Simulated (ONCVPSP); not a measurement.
# Which change was made? (Sr, ONCV)

strontium (Sr), optimised norm-conserving Vanderbilt (ONCV), made with ONCVPSP 4.0.1 (PBE, scalar-relativistic). Core [Ar] 3d10, reference 4s2 4p6 5s2. Waves: 4s+5s: rc 2.50 bohr, ncon 3, nbas 7, qcut 4.5 1/bohr, 2 projectors; 4p: rc 1.70 bohr, ncon 5, nbas 9, qcut 5.5 1/bohr, 2 projectors, debl 3.7 Ha; d scattering state at 0.19 Ha: rc 2.45 bohr, ncon 5, nbas 9, qcut 4.1 1/bohr, 1 projector; f scattering state at 0.38 Ha: rc 2.65 bohr, ncon 4, nbas 7, qcut 4.1 1/bohr, 2 projectors, debl 3.3 Ha. Local part: polynomial inside 1.15 bohr (lpopt 5, dvloc0 4 Ha). Core correction: none.

In the d channel the program set the typed energies aside and used 0.050 Ha.

Cutoffs, loose and tight: the cutoffs (Ha) at which the residual kinetic energy of the hardest occupied pseudo-wave falls to 1 and 0.1 mHa per electron. They do not see the model core or the augmentation charge, which bear on the density cutoff. Test errors are all-electron minus pseudo excitation energies from the reference, over the configurations 4s2 4p6 5s1; 4s2 4p6 5s0; 4s2 4p6 5s1.5; 4s1 4p6 5s2; variants that change the core or the reference have their own tests.

The base gives: outcome: generated, projector energies reset by the program; cutoff, loose: 16 Ha; cutoff, tight: 76 Ha; bound ghosts: none; GHOST(+) flags above zero: f; largest test error (meV): -305.

Q: After one change the result is: outcome: generated, projector energies reset by the program; cutoff, loose: 32 Ha; cutoff, tight: 83 Ha; bound ghosts: none; GHOST(+) flags above zero: s, d, f; largest test error (meV): -267. Which change was it?
A. s: qcut 5.3; p: qcut 6.5; d: qcut 4.8; f: qcut 4.8
B. s: qcut 3.7; p: qcut 4.5; d: qcut 3.4; f: qcut 3.4
C. s: qcut 2.9; p: qcut 3.5; d: qcut 2.6; f: qcut 2.6
D. s: qcut 4.3; p: qcut 5.2; d: qcut 3.9; f: qcut 3.9
E. s: qcut 5.8; p: qcut 7.1; d: qcut 5.3; f: qcut 5.3

A: C. The others give: s: qcut 5.3; p: qcut 6.5; d: qcut 4.8; f: qcut 4.8 → outcome: generated, projector energies reset by the program; cutoff, loose: 17 Ha; cutoff, tight: 28 Ha; bound ghosts: none; GHOST(+) flags above zero: none; largest test error (meV): -244 | s: qcut 5.8; p: qcut 7.1; d: qcut 5.3; f: qcut 5.3 → outcome: generated, projector energies reset by the program; cutoff, loose: 19 Ha; cutoff, tight: 23 Ha; bound ghosts: none; GHOST(+) flags above zero: s; largest test error (meV): -191 | s: qcut 4.3; p: qcut 5.2; d: qcut 3.9; f: qcut 3.9 → outcome: generated, projector energies reset by the program; cutoff, loose: 20 Ha; cutoff, tight: 79 Ha; bound ghosts: none; GHOST(+) flags above zero: f; largest test error (meV): -316 | s: qcut 3.7; p: qcut 4.5; d: qcut 3.4; f: qcut 3.4 → outcome: generated, projector energies reset by the program; cutoff, loose: 39 Ha; cutoff, tight: 83 Ha; bound ghosts: f; GHOST(+) flags above zero: s; largest test error (meV): -327.
